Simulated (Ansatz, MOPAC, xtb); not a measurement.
Pair of molecules: stibine (SMILES [SbH3]) (first 4 atoms) with stibine (SMILES [SbH3]); geometry from B3LYP-D3(BJ)/def2-TZVP, rigid monomers moved along the line of their centres of mass till Sb1···Sb5 is 5.03 Å.
(charge 0, multiplicity 1):
```tsv
atom	x (Å)	y (Å)	z (Å)
Sb	0.3451	-0.3220	-0.4202
H	1.6069	-0.2715	0.7382
H	-0.4480	-1.5696	0.4464
H	-0.5328	0.8779	0.4312
Sb	-0.5826	-0.0330	4.5192
H	-0.1762	1.5719	4.0798
H	-1.2212	0.4974	6.0225
H	-2.1178	0.1014	3.7723
```

Interaction energies are E(AB) − E(A) − E(B) at the monomers' geometry in the complex; basis-set methods are counterpoise corrected.

The state reached by AM1, PM6 isn't checked.

Run with Ansatz (a first-principles code); MOPAC for AM1, PM6 (differences of heats of formation); xtb for the GFN methods. Each number belongs to the level named beside it. In def2 rows elements past Kr take small-core potentials, without spin–orbit coupling.

Q: One of these levels gives -0.55 kcal/mol for the interaction energy. Which?
A) PM6
B) r2SCAN/def2-TZVPPD
C) AM1
D) GFN1-xTB

A: B, r2SCAN/def2-TZVPPD. The others give 0.11 (AM1), -0.24 (PM6), -1.64 (GFN1-xTB)
